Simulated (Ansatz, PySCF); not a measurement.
Donor–acceptor adduct: BH3 (SMILES B) (first 4 atoms) with PH3 (SMILES P); geometry from B3LYP-D3(BJ)/def2-TZVP, rigid monomers moved along the line of their centres of mass till B1···P5 is 2.70 Å.
(charge 0, multiplicity 1):
```json
[
 {"atom": "B", "x (Å)": "-0.0303", "y (Å)": "-0.0774", "z (Å)": "0.6721"},
 {"atom": "H", "x (Å)": "1.0967", "y (Å)": "-0.4211", "z (Å)": "0.4177"},
 {"atom": "H", "x (Å)": "-0.8416", "y (Å)": "-0.9688", "z (Å)": "0.6552"},
 {"atom": "H", "x (Å)": "-0.3837", "y (Å)": "0.9320", "z (Å)": "0.1159"},
 {"atom": "P", "x (Å)": "0.0883", "y (Å)": "0.6329", "z (Å)": "3.2760"},
 {"atom": "H", "x (Å)": "-1.0918", "y (Å)": "1.0907", "z (Å)": "3.8891"},
 {"atom": "H", "x (Å)": "0.4792", "y (Å)": "-0.3443", "z (Å)": "4.2088"},
 {"atom": "H", "x (Å)": "0.9643", "y (Å)": "1.6723", "z (Å)": "3.6366"}
]
```

Interaction energies are E(AB) − E(A) − E(B) at the monomers' geometry in the complex; basis-set methods are counterpoise corrected.

Frozen-core correlation. CBS(a, b) extrapolates the correlation energy as X⁻³ and adds the Hartree–Fock energy of set b.

Programs: Ansatz (a first-principles code); PySCF for the dispersion terms. 

The comparison value is -705.7 meV (CCSD(T)/CBS(aug-cc-pV(D+d)Z, aug-cc-pV(T+d)Z)). It is a level with limits of its own, not the exact answer.

Order these levels by how close they come to the comparison value for the interaction energy, closest first: CCSD(T)/aug-cc-pV(T+d)Z, PBE-D3(BJ)/def2-TZVPPD, PBE0-D3(BJ)/def2-TZVPPD. Give each level's value less the comparison value.

CCSD(T)/aug-cc-pV(T+d)Z (14.1 meV), PBE0-D3(BJ)/def2-TZVPPD (-139.9 meV), PBE-D3(BJ)/def2-TZVPPD (-189.1 meV)
